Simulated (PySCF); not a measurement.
Vertical excitations of a molecule C5H9N from TDA-LC-ωPBE/def2-SVPD in PySCF, as energy in eV (oscillator strength): 4.91 (0.050), 6.75 (0.259), 7.11 (0.253), 7.40 (0.069), 7.74 (0.008), 7.93 (0.005), 8.05 (0.041), 8.52 (0.166), 8.75 (0.037), 8.90 (0.018). Lowest triplet (TDA): 3.61 eV. The structure is a stationary point at B3LYP-D3(BJ)/def2-SVP. Other conformers were not sampled.

Question: Identify the compound among the candidates.
A. C#CC(C)(C)N
B. CC=C=C(C)N
C. C#CCNCC
D. C=CN=C(C)C

Answer: D, C=CN=C(C)C
